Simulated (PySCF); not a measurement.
C3H3F4, SMILES F[C](F)CC(F)F, multiplicity 2. Atoms are numbered in the order given.

```xyz
10

F      2.2932    -0.8609    -0.2785
C      1.2437    -0.0450    -0.2198
F      1.5643     1.0800     0.4297
C     -0.0209    -0.6819     0.2416
C     -1.2023     0.2618     0.1813
F     -1.4289     0.6326    -1.1056
F     -2.3084    -0.3842     0.6321
H     -0.2433    -1.5580    -0.3868
H      0.0970    -1.0351     1.2854
H     -1.0589     1.1771     0.7838
```
Charge 0, spin multiplicity 2.

Coordinates come from a r2SCAN-D4/def2-SVP optimisation. The isomer is the one that the SMILES or the coordinates give; other isomers of the formula were not compared. The values are those of a single conformer.

Calculation: B3LYP/pcH-1 (PySCF).

Unrestricted Kohn–Sham, ⟨S²⟩ = 0.752. Hyperfine tensors hold the contact and dipolar terms, without spin-orbit corrections.

**Question.** Estimate the hyperfine couplings. (Estimate from the structure and the level; the computed values follow.)

**Answer.** 
```tsv
nucleus	A(iso) (MHz)	A(iso) (G)	dipolar principal values (MHz)
19F no. 1	234.6	83.7	-230.5, -206.6, 437.1
13C no. 2	432.3	154.3	-79.4, -78.6, 158.0
19F no. 3	247.3	88.3	-226.1, -202.8, 428.9
13C no. 4	31.9	11.4	-6.2, -4.9, 11.1
13C no. 5	3.7	1.3	-1.3, -1.1, 2.5
19F no. 6	2.5	0.9	-5.8, -3.2, 9.0
19F no. 7	1.3	0.5	-2.1, 0.7, 1.4
1H no. 8	11.0	3.9	-7.0, -5.3, 12.2
1H no. 9	93.9	33.5	-5.8, -2.1, 7.9
1H no. 10	-0.4	-0.1	-2.9, -2.7, 5.6
```
